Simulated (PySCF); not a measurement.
## Core-level binding energies of Si(OMe)Cl3

Species: Si(OMe)Cl3, CH3Cl3OSi.
Structure used (PBE0-D3(BJ)/def2-SVP), in Å, numbered top down from 1:
```
atom  x, y, z in Å
Si1   -0.330    0.659   -1.034
O2    -0.283    0.437    0.578
C3     0.329   -0.642    1.246
H4    -0.144   -1.599    0.970
H5     0.209   -0.486    2.326
H6     1.405   -0.696    1.012
Cl7    1.564    0.790   -1.794
Cl8   -1.350    2.377   -1.381
Cl9   -1.267   -0.909   -1.949
```

Method used: PySCF 2.14.0, delta-SCF UKS SCAN, pcX-2 on the ionised atom, pcseg-1 elsewhere, spin-free X2C. Each binding energy is the total energy of the core-ionised species, with the hole localised on one atom, minus that of the ground state; both are solved self-consistently, so orbital relaxation is included.

Problem. Give the core binding energies atom by atom.

Solution. 
```tsv
atom(s)	bonded to	level	binding energy (eV)	2p1/2 (eV)	count
Si1	O and 3 Cl	Si 2p3/2	109.82	110.44	1
Cl7/Cl8/Cl9	Si	Cl 2p3/2	206.62	208.27	3
C3	O and 3 H	C 1s	293.11	–	1
O2	C and Si	O 1s	539.11	–	1
Si1	O and 3 Cl	Si 1s	1850.07	–	1
Cl7/Cl8/Cl9	Si	Cl 1s	2829.21	–	3
```

Problem. Express the binding energy of Cl 2p3/2 of Cl7/Cl8/Cl9 in atomic units and per mole.

Solution. 206.62 eV = 7.5931 Eh = 19936 kJ/mol.

One atom of each set of topologically equivalent atoms was ionised and stands for the set; in this conformer not all members are related by symmetry, and their own values weren't computed. Spin–orbit and ligand-field terms were added within each 2p shell after the spin-free SCF. 2p1/2 minus 2p3/2 (ligand field included): Si 0.63 eV, Cl 1.65 eV. Geometry: PBE0-D3(BJ)/def2-SVP; no solvent, vibrations or thermal averaging.

On AMD EPYC, one thread, shared host with 64 logical CPUs at a one-minute load of 60, this took 54 s wall and 0.51 GiB of memory at its peak.
